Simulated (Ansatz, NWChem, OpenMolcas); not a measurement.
# How methods differ on InPH6 (SMILES [PH3+][InH3-])

InPH6 has 8 atoms, charge 0, and is taken as a singlet. SMILES: `[PH3+][InH3-]`. The shape is that of a PBE0-D4/def2-TZVP optimisation.

```xyz
8

P    -0.5933    0.0626   -1.0266
In    0.8220   -0.0999    1.3628
H    -1.9975   -0.0772   -1.0218
H    -0.3189   -0.8557   -2.0621
H    -0.5268    1.2405   -1.8008
H     0.0233    1.2408    2.1119
H     2.3761    0.1407    0.6389
H     0.3074   -1.7088    1.7418
```

Each level gives the vertical ionisation energy (to the doublet cation) (eV). The values are calculated.

```
                             level                   kind     program  value (eV)  less CCSD(T)/def2-SVP  CPU time (all runs)
  revPBE/def2-SVP (core potential)                    GGA  OpenMolcas        9.39                  -0.33              1.8 min
  r2SCAN/def2-SVP (core potential)               meta-GGA  OpenMolcas        9.54                  -0.18                 92 s
   B3LYP/def2-SVP (core potential)          global hybrid  OpenMolcas        9.68                  -0.04                 62 s
  M06-2X/def2-SVP (core potential)        hybrid meta-GGA      NWChem        9.78                  +0.06              2.8 min
    PBE0/def2-SVP (core potential)          global hybrid      Ansatz        9.64                  -0.08                 45 s
RPA@PBE0/def2-SVP (core potential)                    RPA      Ansatz        9.71                  -0.01                 60 s
 CCSD(T)/def2-SVP (core potential)  coupled cluster or CI      Ansatz        9.72                   0.00                 43 s
    CCSD/def2-SVP (core potential)  coupled cluster or CI      Ansatz        9.74                  +0.02                 37 s
```

CCSD(T)/def2-SVP (core potential) is the highest level here, not the true value. Spin-orbit coupling is left out. The values span 9.39 to 9.78 eV. In the correlated wave-function rows the outer d shell of In is correlated, in sets not made for it. CPU times are rough (shared hosts, several kinds of processor and program).
